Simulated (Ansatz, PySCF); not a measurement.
HfO2, SMILES [Hf](=[O])=[O], multiplicity 1. Atoms are numbered in the order given.

```xyz
3

Hf     0.0000     0.0000     0.1745
O      0.0000    -1.4342    -0.8733
O      0.0000     1.4342    -0.8733
```

Geometry: PBE0-D3(BJ)/def2-TZVP. The spin state was assumed, not searched. The isomer is the one that the SMILES or the coordinates give; other isomers of the formula were not compared. The def2 effective core potentials stand for the cores of Hf; spin–orbit coupling is left out.

Two levels are set side by side: PBE-D3(BJ)/def2-TZVP (Ansatz, a first-principles code) and PBE0-D3(BJ)/def2-TZVP (Ansatz). Each level has its own optimised geometry; the coordinates shown are those of the second. Frequencies come from the Hessian of PySCF at each geometry. Differences are taken from unrounded values.

```tsv
quantity	PBE0-D3(BJ)
mean bond length (Å)	1.776
bond Hf1–O2 (Å)	1.776
bond Hf1–O3 (Å)	1.776
highest harmonic wavenumber (cm⁻¹)	932
mean harmonic wavenumber (cm⁻¹)	693
zero-point energy (kcal/mol)	2.97
```

### Question
What does PBE-D3(BJ) give, and how far is it from PBE0-D3(BJ)? (An estimate is asked for; the answer gives what the named calculation found.)

### Answer

```csv
quantity,PBE-D3(BJ),PBE-D3(BJ) minus PBE0-D3(BJ)
mean bond length (Å),1.795,0.019
bond Hf1–O2 (Å),1.795,0.019
bond Hf1–O3 (Å),1.795,0.019
highest harmonic wavenumber (cm⁻¹),881,-51
mean harmonic wavenumber (cm⁻¹),659,-34
zero-point energy (kcal/mol),2.82,-0.15
```

Exact exchange shortens and stiffens bonds; PBE has none. Differences between two approximate levels are no errors against the true value.
